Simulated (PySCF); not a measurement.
**Löwdin shares of the frontier orbitals**

Compound: C4H5ClO2Si.
Geometry (GFN2-xTB, Å), atoms numbered from 1 in this order:
```
atom  x, y, z in Å
O1    -2.004    1.602   -2.367
C2    -1.513    1.106   -1.448
C3    -0.879    0.525   -0.458
C4    -1.392    0.354    0.862
O5    -0.745   -0.193    1.737
C6     0.511   -0.009   -0.724
Si7    1.278   -0.820    0.848
Cl8    3.085   -1.368    0.008
H9    -2.400    0.734    1.067
H10    0.478   -0.745   -1.529
H11    1.161    0.797   -1.068
H12    1.705    0.131    1.863
H13    0.712   -2.115    1.191
```

Computed, not measured: TDDFT B3LYP/def2-SVPD, vertical, gas phase, core orbitals frozen in the response in PySCF 2.14.0, density-fitted response routines.

Frontier orbitals with the atoms that hold most of them (Löwdin shares over 4%, at most four atoms; ? is withheld):

```
orbital  ε (eV)                           atoms
 HOMO-3   -8.50  O5 46%, Cl8 16%, C4 9%, Si7 7%
 HOMO-2   -8.11  Cl8 65%, Si7 9%, C3 6%, H12 4%
 HOMO-1   -8.08         Cl8 67%, Si7 11%, C6 9%
   HOMO   -7.83                               ?
   LUMO       ?                               ?
 LUMO+1   -2.29  C4 30%, O5 25%, C2 18%, O1 13%
 LUMO+2   -0.39    C2 32%, O1 13%, C4 9%, C3 8%
```

Q: Which atoms hold the HOMO, and with what shares?

A: C3 (bonded to 3 C) 25%; O5 (bonded to C) 14%; O1 (bonded to C) 13%; C2 (bonded to C and O) 13%. By element: carbon 38% or more, oxygen 27%.

Q: Give the leading atoms of the LUMO.

A: C2 (bonded to C and O) 40%; O1 (bonded to C) 32%; C3 (bonded to 3 C) 10%; C6 (bonded to C, Si and 2 H) 7%. By element: carbon 57% or more, oxygen 32% or more.

Q: What is the LUMO energy, and the HOMO–LUMO gap?

A: ε(LUMO) = -2.53 eV; the gap is 5.30 eV (0.1947 hartree).

Q: How does S1 compare with the orbital gap of 5.30 eV?

A: S1 is at 3.79 eV (f = 0.0003), 1.51 eV below the gap, made of HOMO→LUMO (89%), HOMO-2→LUMO (10%). Without the coupling terms of the response equations the lowest excitation would equal the gap.

Next come S2 at 4.70 eV (f 0.0004), HOMO-3→LUMO+1 (84%), HOMO-1→LUMO+1 (12%); S3 at 4.87 eV (f 0.022), HOMO→LUMO+1 (48%), HOMO-3→LUMO (37%), HOMO-1→LUMO (12%); S4 at 4.94 eV (f 0.0039), HOMO-2→LUMO (79%), HOMO→LUMO (10%), HOMO-1→LUMO (9%); S5 at 4.94 eV (f 0.033), HOMO-1→LUMO (69%), HOMO-3→LUMO (17%), HOMO-2→LUMO (10%).

Löwdin shares depend on the basis, the more so with diffuse functions.

One conformer stands for the species.
